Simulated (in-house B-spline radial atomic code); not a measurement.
## Binding energies in Cd IX (Cd8+)

NIST's tabulated ground configuration is [Kr] 4d4; each binding energy is the energy of the ion with one electron taken from that subshell, relaxed, less that of the parent. Level of theory: Dirac-Hartree-Fock, average of configuration, Fermi nucleus of rms radius 4.6087 fm; calculated with an all-electron radial atomic-structure program (B-spline basis). Energies include first-order Breit, QED and recoil terms.

```json
{"subshell": "1s", "X-ray name": "K", "binding energy (eV)": "26874.3", "-ε (eV)": "27015.8", "relaxation (eV)": "57.3"}
{"subshell": "2s", "X-ray name": "L1", "binding energy (eV)": "4189.7", "-ε (eV)": "4225.8", "relaxation (eV)": "27.6"}
{"subshell": "2p3/2", "X-ray name": "L3", "binding energy (eV)": "3703.5", "-ε (eV)": "3739.0", "relaxation (eV)": "29.8"}
{"subshell": "3s", "X-ray name": "M1", "binding energy (eV)": "934.4", "-ε (eV)": "944.5", "relaxation (eV)": "8.7"}
{"subshell": "3p1/2", "X-ray name": "M2", "binding energy (eV)": "815.5", "-ε (eV)": "825.8", "relaxation (eV)": "9.1"}
{"subshell": "3p3/2", "X-ray name": "M3", "binding energy (eV)": "780.6", "-ε (eV)": "790.1", "relaxation (eV)": "8.7"}
{"subshell": "4s", "X-ray name": "N1", "binding energy (eV)": "262.6", "-ε (eV)": "264.3", "relaxation (eV)": "1.4"}
{"subshell": "4p1/2", "X-ray name": "N2", "binding energy (eV)": "219.5", "-ε (eV)": "221.0", "relaxation (eV)": "1.4"}
{"subshell": "4p3/2", "X-ray name": "N3", "binding energy (eV)": "212.8", "-ε (eV)": "214.2", "relaxation (eV)": "1.3"}
{"subshell": "4d", "X-ray name": "N4,5", "binding energy (eV)": "148.9", "-ε (eV)": "149.9", "relaxation (eV)": "0.9"}
```

Relaxation = -ε minus the binding energy without Breit, QED and recoil terms.

Emission lines follow as differences of binding energies, with λ = 12398.42 eV·Å / E:

| line | holes | energy (eV) | wavelength (Å) |
| --- | --- | --- | --- |
| K-L3 | 1s → 2p3/2 | 23170.8 | 0.53509 |
| K-M3 | 1s → 3p3/2 | 26093.7 | 0.47515 |
| L1-M3 | 2s → 3p3/2 | 3409.1 | 3.6369 |
| L3-M1 | 2p3/2 → 3s | 2769.1 | 4.4774 |

(1) What screening constant σ does Moseley's law, E = (3/4)·13.6057 eV·(Z - σ)², need for K-L3?

Moseley's non-relativistic formula needs a falling, then negative, screening constant for heavy elements, because relativity binds the 1s electron more strongly than the formula allows.

(2) What does it cost to remove both a 2p3/2 and a 4s electron?

(3) What does it cost to remove both a 3s and a 4d electron?

(4) What does it cost to remove both a 4s and a 4p3/2 electron?

Answers

(1) σ = 0.35.

(2) 3997.6 eV, which is 31.51 eV more than the two single binding energies together.

(3) 1110.1 eV, which is 26.72 eV more than the two single binding energies together.

(4) 497.62 eV, which is 22.23 eV more than the two single binding energies together.
